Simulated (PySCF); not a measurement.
## Curvature of the energy in the electron number along the 4p block, charge +2

Calculated with PySCF 2.14, in def2-TZVP, non-relativistic: one orbital is emptied in steps, and each cell gives the departure of E from the straight line at half an electron, in eV (from a cubic fit). The exact functional gives zero.

| species | orbital | LDA | PBE | r2SCAN | PBE0 | BHandHLYP | LC-wPBE | UHF |
| --- | --- | --- | --- | --- | --- | --- | --- | --- |
| Ga²⁺ | 4s alpha | -1.18 | -1.21 | -1.01 | -0.88 | -0.63 | -0.16 | 0.02 |
| Ge²⁺ | 4s beta | -1.27 | -1.28 | -1.08 | -0.93 | -0.66 | -0.19 | 0.06 |
| Se²⁺ | 4p alpha | -1.36 | -1.31 | -1.22 | -0.95 | -0.63 | -0.23 | 0.11 |
| Br²⁺ | 4p alpha | -1.46 | -1.41 | -1.32 | -1.02 | -0.66 | -0.29 | 0.14 |
| Kr²⁺ | 4p beta | -1.46 | -1.40 | -1.28 | -1.00 | -0.66 | -0.27 | 0.19 |

Q: Estimate the missing row, As²⁺.

A: The calculation gives LDA -1.26; PBE -1.21; r2SCAN -1.13; PBE0 -0.88; BHandHLYP -0.60; LC-wPBE -0.19; UHF 0.08.

Q: How does the mean departure depend on the functional?

A: LDA -1.33 eV; PBE -1.30 eV; r2SCAN -1.17 eV; PBE0 -0.95 eV; BHandHLYP -0.64 eV; LC-wPBE -0.22 eV; UHF 0.10 eV. Semilocal functionals are convex (delocalisation error), Hartree-Fock is concave or straight, and exact exchange removes curvature roughly in proportion to its share, so among the functionals the range-separated hybrids usually come closest to zero.

No spin-orbit coupling is included.
